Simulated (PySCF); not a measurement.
H$_{6}$NSi$_{2}$ (SMILES [SiH3][N][SiH3]), doublet, geometry from GFN2-xTB; BLYP/6-31G run with PySCF.

Here is a job for PySCF.
```python
from pyscf import gto, scf, dft

mol = gto.Mole()
mol.atom = '''
    Si    1.66704058   -0.21564473    0.06340929
    N     0.00000000    0.00000000    0.00000000
    Si   -1.66704058    0.21564473   -0.06340929
    H     2.07133989   -1.10699091   -1.03241083
    H     2.31973004    1.09264605   -0.08201896
    H     2.01821156   -0.81474582    1.35821990
    H    -2.29077909   -0.60334976    0.98491125
    H    -2.14890177   -0.20387251   -1.38650896
    H    -1.96960063    1.63631295    0.15780760
'''
mol.basis = '6-31g'
mol.spin = 1
mol.verbose = 4
mol.build()

mf = dft.UKS(mol)
mf.xc = 'blyp'
mf.grids.prune = dft.gen_grid.treutler_prune
mf.kernel()
mf.analyze()
```

It wrote (shortened):

```
PySCF version 2.14.0

[INPUT] verbose = 4
[INPUT] num. atoms = 9
[INPUT] num. electrons = 41
[INPUT] charge = 0
[INPUT] spin (= nelec alpha-beta = 2S) = 1
[INPUT] symmetry False subgroup None
[INPUT] Mole.unit = angstrom
[INPUT] Symbol           X                Y                Z      unit          X                Y                Z       unit  Magmom
[...]
nuclear repulsion = 144.623811545373
number of shells = 31
number of NR pGTOs = 138
number of NR cGTOs = 47
basis = 6-31g
ecp = {}

******** <class 'pyscf.dft.uks.UKS'> ********
method = UKS
initial guess = minao
damping factor = 0
level_shift factor = 0
DIIS = <class 'pyscf.scf.diis.CDIIS'>
diis_start_cycle = 1
diis_space = 8
diis_damp = 0
SCF conv_tol = 1e-09
SCF conv_tol_grad = None
SCF max_cycles = 50
direct_scf = True
direct_scf_tol = 1e-13
number electrons alpha = 21  beta = 20
XC library pyscf.dft.libxc version 7.1.2
    S. Lehtola, C. Steigemann, M. J. T. Oliveira, and M. A. L. Marques,  SoftwareX 7, 1–5 (2018)
XC functionals = blyp
    A. D. Becke,  Phys. Rev. A 38, 3098 (1988)
    C. Lee, W. Yang, and R. G. Parr,  Phys. Rev. B 37, 785 (1988)
    B. Miehlich, A. Savin, H. Stoll, and H. Preuss,  Chem. Phys. Lett. 157, 200 (1989)
radial grids:
    Treutler-Ahlrichs [JCP 102, 346 (1995); DOI:10.1063/1.469408] (M4) radial grids

becke partition: Becke, JCP 88, 2547 (1988); DOI:10.1063/1.454033
pruning grids: <function treutler_prune>
grids dens level: 3
symmetrized grids: False
atomic radii adjust function: <function treutler_atomic_radii_adjust>
small_rho_cutoff = 0
Set gradient conv threshold to 3.16228e-05
tot grids = 98624
init E= -637.160074675658

cycle= 1 E= -637.032998438362  delta_E= 0.127  |g|= 0.375  |ddm|= 1.92
cycle= 2 E= -636.630223558846  delta_E= 0.403  |g|= 0.931  |ddm|= 1.96
cycle= 3 E= -637.103835857991  delta_E= -0.474  |g|= 0.0689  |ddm|= 1.36
cycle= 4 E= -637.106101513422  delta_E= -0.00227  |g|= 0.0542  |ddm|= 0.19
cycle= 5 E= -637.108326640426  delta_E= -0.00223  |g|= 0.00504  |ddm|= 0.0896
cycle= 6 E= -637.108345260373  delta_E= -1.86e-05  |g|= 0.00124  |ddm|= 0.0114
cycle= 7 E= -637.108346444168  delta_E= -1.18e-06  |g|= 0.000342  |ddm|= 0.00326
cycle= 8 E= -637.108346557615  delta_E= -1.13e-07  |g|= 8.78e-05  |ddm|= 0.000891
cycle= 9 E= -637.108346575171  delta_E= -1.76e-08  |g|= 4.49e-05  |ddm|= 0.000856
cycle= 10 E= -637.10834658188  delta_E= -6.71e-09  |g|= 3.04e-05  |ddm|= 0.000396
cycle= 11 E= -637.108346591415  delta_E= -9.54e-09  |g|= 3.32e-05  |ddm|= 0.000694
cycle= 12 E= -637.108346596367  delta_E= -4.95e-09  |g|= 3.31e-05  |ddm|= 0.00035
cycle= 13 E= -637.108346535488  delta_E= 6.09e-08  |g|= 3.2e-05  |ddm|= 0.00438
cycle= 14 E= -637.108346374511  delta_E= 1.61e-07  |g|= 3.07e-05  |ddm|= 0.0123
cycle= 15 E= -637.108346361465  delta_E= 1.3e-08  |g|= 3e-05  |ddm|= 0.00106
cycle= 16 E= -637.108345766849  delta_E= 5.95e-07  |g|= 0.000178  |ddm|= 0.0585
cycle= 17 E= -637.108345508175  delta_E= 2.59e-07  |g|= 0.000366  |ddm|= 0.018
cycle= 18 E= -637.108345665146  delta_E= -1.57e-07  |g|= 0.000211  |ddm|= 0.0046
cycle= 19 E= -637.108345620036  delta_E= 4.51e-08  |g|= 0.000176  |ddm|= 0.0129
cycle= 20 E= -637.10834540723  delta_E= 2.13e-07  |g|= 0.000298  |ddm|= 0.0344
cycle= 21 E= -637.108345594364  delta_E= -1.87e-07  |g|= 0.000146  |ddm|= 0.0253
cycle= 22 E= -637.108345564187  delta_E= 3.02e-08  |g|= 0.000127  |ddm|= 0.00995
cycle= 23 E= -637.108345483744  delta_E= 8.04e-08  |g|= 0.00016  |ddm|= 0.0219
cycle= 24 E= -637.108345548178  delta_E= -6.44e-08  |g|= 4.85e-05  |ddm|= 0.0108
cycle= 25 E= -637.108345581672  delta_E= -3.35e-08  |g|= 1.08e-05  |ddm|= 0.00936
cycle= 26 E= -637.108345574077  delta_E= 7.6e-09  |g|= 8.84e-06  |ddm|= 0.00226
cycle= 27 E= -637.108345490533  delta_E= 8.35e-08  |g|= 4.6e-05  |ddm|= 0.0294
cycle= 28 E= -637.108345360956  delta_E= 1.3e-07  |g|= 0.000178  |ddm|= 0.0473
cycle= 29 E= -637.108345405402  delta_E= -4.44e-08  |g|= 0.00014  |ddm|= 0.0163
[...]
cycle= 47 E= -637.108345396234  delta_E= 1.08e-07  |g|= 0.000122  |ddm|= 0.0491
cycle= 48 E= -637.108345437551  delta_E= -4.13e-08  |g|= 4.85e-05  |ddm|= 0.0139
cycle= 49 E= -637.108345411301  delta_E= 2.63e-08  |g|= 6.35e-05  |ddm|= 0.0145
cycle= 50 E= -637.108345398702  delta_E= 1.26e-08  |g|= 6.06e-05  |ddm|= 0.00847
SCF not converged.
SCF energy = -637.108345398702 after 50 cycles  <S^2> = 0.7530671  2S+1 = 2.0030647
**** SCF Summaries ****
Total Energy =                        -637.108345398701886
Nuclear Repulsion Energy =             144.623811545373201
One-electron Energy =                -1167.412576675935043
Two-electron Energy =                  385.680419731859956
Two-electron Coulomb Energy =          436.634495533726806
DFT Exchange-Correlation Energy =      -50.954075801866878
**** MO energy ****
                             alpha | beta                alpha | beta
[...]
To work with the spin densities directly, `use mulliken_meta_spin()` only printing them here.

 ** Mulliken spin pop alpha/beta on meta-lowdin orthogonal AOs **
 ** Mulliken Spin Density (per AO)  **
spin_pop of  0 Si 1s        0.00000
spin_pop of  0 Si 2s        0.00000
spin_pop of  0 Si 3s       -0.00844
spin_pop of  0 Si 4s        0.00002
spin_pop of  0 Si 2px      -0.00000
spin_pop of  0 Si 2py       0.00000
spin_pop of  0 Si 2pz      -0.00000
spin_pop of  0 Si 3px      -0.01705
spin_pop of  0 Si 3py      -0.00811
spin_pop of  0 Si 3pz      -0.02217
spin_pop of  0 Si 4px      -0.00053
spin_pop of  0 Si 4py      -0.00021
spin_pop of  0 Si 4pz       0.00140
spin_pop of  1 N 1s       -0.00001
spin_pop of  1 N 2s        0.02388
spin_pop of  1 N 3s       -0.00001
spin_pop of  1 N 2px       0.01969
spin_pop of  1 N 2py       0.02577
spin_pop of  1 N 2pz       0.79209
spin_pop of  1 N 3px       0.00001
spin_pop of  1 N 3py      -0.00083
spin_pop of  1 N 3pz       0.00641
spin_pop of  2 Si 1s        0.00000
spin_pop of  2 Si 2s        0.00000
spin_pop of  2 Si 3s       -0.00845
spin_pop of  2 Si 4s        0.00002
spin_pop of  2 Si 2px      -0.00000
spin_pop of  2 Si 2py       0.00000
spin_pop of  2 Si 2pz      -0.00000
spin_pop of  2 Si 3px      -0.01803
spin_pop of  2 Si 3py      -0.00722
spin_pop of  2 Si 3pz      -0.02208
spin_pop of  2 Si 4px      -0.00053
spin_pop of  2 Si 4py      -0.00021
spin_pop of  2 Si 4pz       0.00139
spin_pop of  3 H 1s        0.04217
spin_pop of  3 H 2s        0.00010
spin_pop of  4 H 1s        0.00213
spin_pop of  4 H 2s       -0.00019
spin_pop of  5 H 1s        0.07707
spin_pop of  5 H 2s        0.00036
spin_pop of  6 H 1s        0.05890
spin_pop of  6 H 2s        0.00023
spin_pop of  7 H 1s        0.06532
spin_pop of  7 H 2s        0.00027
spin_pop of  8 H 1s       -0.00290
spin_pop of  8 H 2s       -0.00022
 ** Mulliken Spin Density (per atom)  **
spin density of  0 Si =     -0.05511
spin density of  1 N =      0.86699
spin density of  2 Si =     -0.05511
spin density of  3 H =      0.04227
spin density of  4 H =      0.00194
spin density of  5 H =      0.07743
spin density of  6 H =      0.05912
spin density of  7 H =      0.06559
spin density of  8 H =     -0.00312
 ** Mulliken pop alpha/beta on meta-lowdin orthogonal AOs **
 ** Mulliken pop       alpha | beta **
In total            21.00000 | 20.00000
 ** Mulliken atomic charges   ( Nelec_alpha | Nelec_beta ) **
charge of  0Si =      0.49052  (     6.72718      6.78230 )
charge of  1N =     -0.56644  (     4.21671      3.34972 )
charge of  2Si =      0.49051  (     6.72719      6.78230 )
charge of  3H =     -0.06846  (     0.55536      0.51310 )
charge of  4H =     -0.08972  (     0.54583      0.54389 )
charge of  5H =     -0.04911  (     0.56327      0.48584 )
charge of  6H =     -0.05932  (     0.55922      0.50010 )
charge of  7H =     -0.05558  (     0.56058      0.49499 )
charge of  8H =     -0.09241  (     0.54465      0.54776 )
Dipole moment(X, Y, Z, Debye): -0.05168, -0.38313,  0.06825
```

The run did not converge; its last values are not results.
